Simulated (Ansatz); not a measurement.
Reaction: BH2Br (bromoborane, SMILES BBr) → BH2 (SMILES [BH2], doublet) + Br (doublet) (the B-Br bond breaks)
Each species at its own B3LYP-D3(BJ)/def2-TZVP minimum (Ansatz, a first-principles code).

Total energies in hartree (Ansatz). Radicals and triplets start from unrestricted determinants; spin-orbit coupling is neglected. Correlated methods leave the cores frozen (noble-gas shells, and filled d and f shells in the p block). No relativity. Spin-orbit terms, left out, reach several kcal/mol for Br and I, and more for heavier atoms.

| species | HF/cc-pVTZ | CCSD(T)/cc-pVTZ | HF/cc-pVQZ | CCSD(T)/cc-pVQZ | CCSDT(Q)/cc-pVQZ |
|---|---|---|---|---|---|
| 1: BH2Br (bromoborane, SMILES BBr) | -2598.33508 | -2598.63982 | -2598.33972 | -2598.66821 | -2598.66953 |
| 2: BH2 (SMILES [BH2], doublet) | -25.76030 | -25.86304 | -25.76199 | -25.86898 | -25.86944 |
| 3: Br (doublet) | -2572.44509 | -2572.60263 | -2572.44802 | -2572.62195 | -2572.62273 |

Problem. Work out the bond dissociation energy (electronic) in kcal/mol: take Hartree-Fock from cc-pVQZ, extrapolate the CCSD(T) correlation energy as X^-3 (X = 3, 4), and add CCSDT(Q) - CCSD(T) in cc-pVQZ. 1 hartree = 627.51 kcal/mol.

Solution. 
Species 1: correlation (64·(-0.32849) - 27·(-0.30474))/37 = -0.34582; step -0.00132; E1 = -2598.33972 + (-0.34582) + (-0.00132) = -2598.68686
Species 2: correlation (64·(-0.10699) - 27·(-0.10274))/37 = -0.11009; step -0.00046; E2 = -25.76199 + (-0.11009) + (-0.00046) = -25.87254
Species 3: correlation (64·(-0.17393) - 27·(-0.15754))/37 = -0.18589; step -0.00078; E3 = -2572.44802 + (-0.18589) + (-0.00078) = -2572.63469
-1·E1 +1·E2 +1·E3 = 0.17963 hartree = 112.7 kcal/mol.
